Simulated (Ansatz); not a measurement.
Cost and result up the ladder for (BeS)2 ring (Be₂S₂) (4 atoms). Total charge 0; singlet. Geometry: PBE0-D4/def2-TZVP.

```xyz
4

Be    0.7032    0.0011    0.6728
S    -0.5615    1.4478    0.5848
Be   -0.7032   -0.0011   -0.6728
S     0.5615   -1.4478   -0.5848
```

Ansatz on 4 threads of Arm Neoverse V2 on a shared host. Times are rough, and most runs start from the orbitals of an earlier one. ωB97M-V/def2-TZVP serves as the yardstick here, not as an exact answer. Differences are given only for rows in sets of like size (and for xTB, whose basis is part of the method), since another set adds its own error. Binding counts from free atoms at the same level (Be singlet, S triplet; other spins of the atoms weren't run), without zero-point energy or a counterpoise term.

B3LYP takes the VWN-RPA correlation. HSE06 is defined as in plane-wave codes, on full-range PBE exchange. Correlated methods freeze 10 core orbitals.

Correlated methods converge slowly with the basis.

```
                            level  functions  wall time
                        HF/STO-3G         28      0.1 s
                  PBE-D4/def2-SVP         54     0.35 s
                   B3LYP-D4/6-31G         44     0.35 s
            LDA (SPW92)/def2-TZVP        112      0.4 s
                    MP2/def2-TZVP        112     0.45 s
              revPBE-D4/def2-TZVP        112      0.6 s
                PBE-D4/def2-TZVPD        136      0.8 s
               HSE06-D4/def2-TZVP        112      0.8 s
               PBE0-D4/def2-TZVPD        136        1 s
               CCSD(T)/def2-TZVPP        122      1.5 s
r2SCAN-D4/def2-TZVP (with forces)        112      1.6 s
             r2SCAN-D4/def2-TZVPD        136      1.8 s
               CCSD(T)/def2-TZVPD        136      2.1 s
                ωB97M-V/def2-TZVP        112      2.5 s
```

Estimate what each level gives for the binding energy per atom (eV).


```tsv
level	binding energy per atom (eV)	difference from ωB97M-V/def2-TZVP (eV)
HF/STO-3G	2.92	–
PBE-D4/def2-SVP	3.28	–
B3LYP-D4/6-31G	2.91	–
LDA (SPW92)/def2-TZVP	3.75	0.54
MP2/def2-TZVP	3.12	-0.08
revPBE-D4/def2-TZVP	3.22	0.02
PBE-D4/def2-TZVPD	3.35	0.14
HSE06-D4/def2-TZVP	3.28	0.08
PBE0-D4/def2-TZVPD	3.28	0.08
CCSD(T)/def2-TZVPP	2.84	-0.36
r2SCAN-D4/def2-TZVP (with forces)	3.34	0.14
r2SCAN-D4/def2-TZVPD	3.35	0.15
CCSD(T)/def2-TZVPD	2.86	-0.35
ωB97M-V/def2-TZVP	3.20	0.00
```
